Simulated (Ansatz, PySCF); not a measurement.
Process, species as SMILES: CCCCCSC -> [CH2]SCCCCC + H atom (the C-H bond at the site shown breaks; other sites are not compared here)
Structures are relaxed separately at B3LYP-D3(BJ)/def2-TZVP in Ansatz (a quantum-chemistry and plane-wave program), one conformer each, not searched for the lowest. Frequencies are from Ansatz or PySCF.

Quantity: bond dissociation energy (enthalpy at 298 K, with B3LYP-D3(BJ) rigid-rotor harmonic-oscillator terms), in eV. Valence correlation only, unless marked. UHF or UKS for open shells. Spin-orbit coupling is left out. Non-relativistic. Basis-set limits of correlation are two-point, X^-3; Hartree-Fock from the larger set. [CCSD(T)-MP2]/basis is that difference in the basis named.

| level | program | bond dissociation energy (eV) |
|---|---|---|
| BLYP-D3(BJ)/def2-TZVPD | Ansatz + dftd3 | 3.85 |
| revPBE-D3(BJ)/def2-TZVPD | Ansatz + dftd3 | 3.79 |
| revPBE-D4/def2-TZVPD | Ansatz + dftd4 | 3.80 |
| r2SCAN/def2-TZVPD | Ansatz | 3.80 |
| B3LYP-D3(BJ)/def2-TZVPD | Ansatz + dftd3 | 3.94 |
| PBE0/STO-3G | Ansatz | 5.23 |
| PBE0-D3(BJ)/def2-TZVP | Ansatz + dftd3 | 3.87 |
| BHLYP/def2-TZVPD | Ansatz | (withheld) |
| r2SCANh/def2-TZVPD | Ansatz | 3.81 |
| HSE06-D3(BJ)/def2-TZVPD | Ansatz + dftd3 | 3.87 |
| HSE06-D4/def2-TZVPD | Ansatz + dftd4 | 3.88 |
| B2PLYP-D3(BJ)/def2-TZVPD | Ansatz + dftd3 | 3.94 |
| B2PLYP/def2-TZVPD | Ansatz | 3.93 |
| RPA@PBE/cc-pV(T+d)Z | Ansatz | 3.97 |
| CCSD/cc-pV(D+d)Z | Ansatz | (withheld) |
| RI-MP2/CBS(cc-pV(T+d)Z,cc-pV(Q+d)Z)+[CCSD(T)-MP2]/cc-pV(T+d)Z | Ansatz | (withheld) |

Q: Some entries are withheld; supply them.

A: 
- BHLYP/def2-TZVPD, bond dissociation energy (eV): 3.92
- CCSD/cc-pV(D+d)Z, bond dissociation energy (eV): 3.90
- RI-MP2/CBS(cc-pV(T+d)Z,cc-pV(Q+d)Z)+[CCSD(T)-MP2]/cc-pV(T+d)Z, bond dissociation energy (eV): 4.09
